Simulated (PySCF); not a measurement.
Ga(F)2(Me) (CH₃F₂Ga), SMILES [CH3][Ga]([F])[F]. Heavy atoms are numbered as in [Ga:1]([F:2])([F:3])[CH3:4]. Hydrogens are named by the atom that carries them.

Coordinates come from a PBE0-D3(BJ)/def2-SVP optimisation.

The numbers are results of KT2/pcSseg-1 (PySCF), not measurements.

GIAO shieldings, no solvent; atoms alike by connectivity are averaged. δ = σ(ref) − σ: ¹⁹F against CFCl3 (σ = 127.1 ppm); ¹³C against TMS (σ = 185.1 ppm); ¹H against TMS (σ = 31.47 ppm), references at their B3LYP-D3(BJ)/def2-TZVP geometries, non-relativistic.

Computed chemical shifts:
| nucleus | atoms | count | δ (ppm) |
|---|---|---|---|
| ¹⁹F | F2 | 2 | -146.1 |
| ¹³C | C4 (CH3) | 1 | -6.2 |
| ¹H | H on C4 | 3 | 0.81 |
